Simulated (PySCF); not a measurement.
Stepwise substitution at one centre (Sn NH2-OCH3). Isolated molecules, 0 K electronic values unless said otherwise. One relaxed conformer stands for each flexible species; it need not be the lowest. Strings in code marks are SMILES.

The numbers are results of B3LYP-D3(BJ)/def2-TZVP // PBE0-D4/def2-SVP run with PySCF, not measurements. All candidates: neutral, multiplicity 1. B3LYP has the VWN-RPA correlation part, as in Gaussian. Delta-SCF ions had no search for a lower state. Excitations are Tamm–Dancoff values on a coarser integration grid. The basis has no diffuse functions, so Rydberg states are missing or too high.

```
Property                                  Result
--------------------------------------  --------
vertical ionisation energy (Delta-SCF)   9.47 eV
HOMO                                    -7.71 eV
S1 excitation (TDA)                      4.57 eV
```

### Question
Say which member has these values.
(A) `[NH2][Sn]([NH2])([NH2])[NH2]`
(B) `C[O][Sn]([O]C)([O]C)[O]C`
(C) `C[O][Sn]([NH2])([NH2])[NH2]`
(D) `C[O][Sn]([NH2])([O]C)[O]C`

### Answer
B, `C[O][Sn]([O]C)([O]C)[O]C`. The others give `[NH2][Sn]([NH2])([NH2])[NH2]`: 8.86 eV, -6.89 eV, 5.29 eV; `C[O][Sn]([NH2])([O]C)[O]C`: 9.30 eV, -7.48 eV, 4.78 eV; `C[O][Sn]([NH2])([NH2])[NH2]`: 9.05 eV, -7.08 eV, 5.13 eV
